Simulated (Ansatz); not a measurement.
Coupled-cluster diagnostics for BiH2(SMe) (CH₅BiS), Ansatz.

Geometry of the singlet (r2SCAN-D4/def2-TZVP):

```xyz
8

Bi   -0.908    1.033   -1.263
H    -2.632    0.529   -1.242
H    -1.392    2.624   -0.590
S    -0.382    0.060    1.008
C     1.100   -0.907    0.566
H     0.872   -1.694   -0.153
H     1.443   -1.372    1.491
H     1.899   -0.272    0.183
```

In the def2 sets Bi takes a core potential; there is no spin–orbit coupling. Correlated methods freeze 10 core orbitals; core or outer-core shells of Bi are correlated, in sets that lack core-valence functions.

Problem. Estimate the CCSD(T) correlation energy, the shares of MP2 and (T), T1 and the reference's ⟨S²⟩ for: charge 0, singlet, own geometry in def2-TZVPP; and the rough time on 4 threads of Arm Neoverse V2 on a shared host.

Solution. 
```csv
state,basis,correlation (eV),MP2 share (%),(T) share (%),T1,⟨S²⟩ (pure),wall time
"charge 0, singlet, own geometry",def2-TZVPP,-22.863,95.5,3.4,0.013,0.00 (0.00),43 s
```
Customary marks for T1 are 0.02 (closed shells), 0.045 (open shells) and about 0.05 (3d metals). T1 stays under 0.02 throughout.
